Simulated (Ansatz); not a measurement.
Relaxation of CH$_{5}$AlOS (9 atoms, charge 0, multiplicity 1), to a largest force component of 0.02 eV/Å in at most 50 steps.

Computed with RKS PBE0/6-31G* in Ansatz 0.2.0.

```xyz
9
Properties=species:S:1:pos:R:3
Al 0.014 1.349 -1.058
O -0.650 -0.313 -0.641
C 0.210 -0.979 0.208
S -0.009 -0.522 1.955
H 0.912 1.599 -2.357
H -0.429 2.652 -0.149
H 0.097 -2.069 0.120
H 1.092 0.438 -0.441
H -1.409 -0.976 1.942
```

Where does it end, and by what steps?

It converged. The force dipped under the threshold on the way, but the program's further checks kept it going. After 40 steps the energy has fallen by 5.037 eV; H5 moved furthest, 2.40 Å. Parted: Al1–H8. Joined: Al1–S4, C3–H8.

| step | energy less start (eV) | largest force component (eV/Å) | accepted |
| --- | --- | --- | --- |
| 0 | 0.0000 | 4.419 | yes |
| 2 | -2.7697 | 1.833 | yes |
| 4 | -3.9163 | 1.605 | yes |
| 6 | -4.2325 | 0.524 | yes |
| 8 | -4.3585 | 0.739 | yes |
| 10 | -4.5423 | 0.504 | yes |
| 12 | -4.6410 | 0.566 | yes |
| 14 | -4.7314 | 0.373 | yes |
| 16 | -4.7602 | 0.109 | yes |
| 18 | -4.7615 | 0.031 | yes |
| 20 | -4.7623 | 0.069 | yes |
| 22 | -4.7667 | 0.189 | yes |
| 24 | -4.7941 | 0.107 | yes |
| 26 | -4.8213 | 0.256 | yes |
| 28 | -4.8311 | 0.119 | yes |
| 30 | -4.8455 | 0.112 | yes |
| 32 | -4.8979 | 0.213 | yes |
| 34 | -5.0100 | 0.534 | yes |
| 36 | -5.0290 | 0.203 | yes |
| 38 | -5.0362 | 0.075 | yes |
| 40 | -5.0368 | 0.019 | yes |

```xyz
9
Properties=species:S:1:pos:R:3
Al -0.145 1.300 -0.861
O 0.697 -0.280 -0.930
C 0.635 -0.795 0.323
S -0.810 0.046 1.249
H -1.420 1.451 -1.800
H 0.714 2.537 -0.340
H 0.443 -1.875 0.348
H 1.498 -0.561 0.965
H -1.783 -0.645 0.624
```

Run time: 3 min on 1 thread of Intel(R) Xeon(R) Platinum 8375C CPU @ 2.90GHz (Ice Lake), on a shared host, peak memory 0.17 GiB.
